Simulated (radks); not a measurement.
Spherical jellium clusters: N electrons in a uniform positive sphere of charge N and radius rs N^(1/3), rs = 5.49 bohr. Calculated with a radial shooting solver with Libxc functionals: non-relativistic Kohn-Sham, LDA (Slater exchange, Perdew-Wang correlation), spin-polarised, spherical densities. Levels are named by radial order and angular momentum (1s, 1p, 1d, 2s, ...), and open shells are averaged over m.

N = 4, configuration 1s2 1p(up 2, down 0). This is the lowest configuration that the search found. Occupied and some empty levels:

level,occupation,eigenvalue (eV),<r> (bohr)
1s up,1,-3.1708,6.030
1s down,1,-2.7838,6.031
1p up,2,-2.2020,7.399
1p down,0,-1.8182,7.616
1d up,0,-1.0750,8.890
2s up,0,-0.81471,9.576
1d down,0,-0.76124,9.411
2s down,0,-0.63789,10.24

Energy (eV): total -6.22462, kinetic 4.3606, external -58.873, Hartree 29.104, exchange-correlation -10.791, background 29.975.

Electron density:

r (bohr),n(r) (e/bohr^3)
0.286,0.001762
1.00,0.001790
1.72,0.001842
2.44,0.001900
3.16,0.001940
3.88,0.001932
4.59,0.001854
5.31,0.001692
6.03,0.001455
6.75,0.001168
7.46,0.0008720
8.18,0.0006052
8.90,0.0003927
9.62,0.0002413
10.3,0.0001419
11.1,0.00008155
11.8,0.00004538
12.5,0.00002476
13.2,0.00001331
13.9,7.071e-06
